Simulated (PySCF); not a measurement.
# Cs2H2 at several levels of theory

Computed with PySCF 2.14.0 (density fitting, no spin-orbit coupling) at the geometry relaxed with PBE:

```xyz
4
Cs2H2 (singlet)
Cs    0.0000    0.0000    2.1275
Cs    0.0000    0.0000   -2.1275
H     1.8367    0.0000    0.0000
H    -1.8367    0.0000    0.0000
```

| level | basis | state | HOMO (eV) | gap (eV) | charge on Cs1 (e) | dipole about the centre of mass (D) | largest force component (eV/Å) |
| --- | --- | --- | --- | --- | --- | --- | --- |
| PBE | Cs def2-SVP with ECP46, H def2-SVP | singlet | -3.06 | 2.11 | 0.37 | 0.00 | 0.00 |
| r2SCAN | the same | singlet | -3.11 | 2.75 | 0.44 | 0.00 | 0.05 |
| HF | the same | singlet | -6.35 | 6.75 | 0.55 | 0.00 | 0.29 |
| CAM-B3LYP | the same | singlet | -5.21 | 5.09 | 0.44 | 0.00 | 0.04 |
| PBE | Cs def2-TZVP with ECP46, H def2-TZVP | singlet | -3.18 | 2.27 | 0.47 | 0.00 | 0.13 |
| PBE | Cs x2c-SVPall, H x2c-SVPall | singlet | -3.16 | 2.26 | 0.42 | 0.00 | 0.24 |

Charges are Mulliken's, which hang on the basis. The relaxation used the grid (50, 194), these runs (75, 302) or, all-electron (x2c bases, spin-free X2C Hamiltonian), (99, 590).

**Question.** What does TPSS with Cs def2-SVP with ECP46, H def2-SVP give here?

**Answer.** state singlet, HOMO (eV) -3.13, gap (eV) 2.34, charge on Cs1 (e) 0.45, dipole about the centre of mass (D) 0.00, largest force component (eV/Å) 0.03. Time: 2.4 s on 2 threads of AMD EPYC 7B13 (Zen 3), on a shared host, from an already converged density.

In the first row's basis the gap widens with exact exchange: 2.1 to 2.8 eV for PBE, TPSS, r2SCAN (none); 5.1 to 6.8 eV for CAM-B3LYP, Hartree–Fock (rising or full at long range).
